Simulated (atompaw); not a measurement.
**An all-electron radial function and its pseudo partner (Tc (Z = 43))**

Columns: radius, all-electron u(r) and pseudo u(r) of the 5p shell (level -0.98 eV) of technetium in the configuration [Kr] 4d6 5s1 5p0; PBE, scalar-relativistic, PAW (atompaw) scheme, atompaw 4.2.0.5.

```csv
r (bohr),all-electron,pseudo
0.115,-0.0440,0.0009
0.231,0.0762,0.0036
0.346,0.0916,0.0081
0.462,0.0235,0.0144
0.577,-0.0601,0.0225
0.692,-0.1246,0.0322
0.808,-0.1599,0.0438
0.923,-0.1669,0.0568
1.038,-0.1519,0.0715
1.154,-0.1212,0.0877
1.269,-0.0813,0.1051
1.385,-0.0359,0.1240
1.500,0.0109,0.1437
1.615,0.0573,0.1644
1.731,0.1024,0.1860
1.846,0.1445,0.2079
1.962,0.1841,0.2303
2.077,0.2201,0.2525
2.192,0.2529,0.2746
2.308,0.2828,0.2964
2.423,0.3094,0.3173
2.538,0.3332,0.3372
2.654,0.3544,0.3561
2.769,0.3728,0.3734
2.885,0.3891,0.3891
3.000,0.4029,0.4029
```

**Question.** How many radial nodes do the two functions have?

**Answer.** The all-electron 5p function has n − l − 1 = 3; the pseudo-wave has 0, since the states of the same l below it are removed with the core.

**Question.** Is the pseudo-wave norm-conserving?

**Answer.** No, it belongs to a PAW set: the norm inside the radius is not constrained, and the difference is carried by the augmentation charge.
